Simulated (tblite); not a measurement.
Compound: C7H3N3Si.
Atom-mapped SMILES: `[N:1]#[C:2][C:3]([C:4]#[N:5])=[C:6]([C:7]#[N:8])[C:9]#[C:10][SiH3:11]` (hydrogens: H12, H13, H14 on Si11)

Computed geometry: GFN2-xTB, gas phase.

Q: What internal coordinates does the optimisation give?

A: 
| bond | length (Å) |
| --- | --- |
| N1≡C2 | 1.146 |
| C2–C3 | 1.413 |
| C3–C4 | 1.413 |
| C4≡N5 | 1.145 |
| C3=C6 | 1.368 |
| C6–C7 | 1.418 |
| C7≡N8 | 1.145 |
| C6–C9 | 1.405 |
| C9≡C10 | 1.211 |
| C10–Si11 | 1.858 |
| Si11–H12, Si11–H13, Si11–H14 | 1.462 |

Bonds in one row agree within 0.01 Å and their mean is given. A selection of angles:
| angle | degrees |
| --- | --- |
| N1–C2–C3 | 179.9 |
| C2–C3–C4 | 116.6 |
| C2–C3–C6 | 121.1 |
| C4–C3–C6 | 122.2 |
| C3–C4–N5 | 179.5 |
| C3–C6–C7 | 120.7 |
| C3–C6–C9 | 122.7 |
| C7–C6–C9 | 116.6 |
| C6–C7–N8 | 178.9 |
| C6–C9–C10 | 179.6 |
| C9–C10–Si11 | 178.5 |

Dihedral angles: C2–C3–C6–C7 180° (antiperiplanar). The mirror-image conformer, all signs reversed, is as good.

Si11 (SiH3 silicon) is tetrahedral (angles from 106.0° to 112.6°). The 11 heavy atoms lie in one plane (0.004 Å rms). The 6 C–C bonds span 1.211 Å (C9≡C10, drawn triple) to 1.418 Å (C6–C7, drawn single), a spread of 0.207 Å. All 3 C–N bonds measure 1.145 to 1.146 Å.

Its lowest GFN2-xTB frequency is 11 cm⁻¹, too small to tell a flat minimum from a shallow saddle.

On Arm Neoverse V2, one thread, no GPU (shared host), this took 0.25 s. These figures are those of the optimisation.
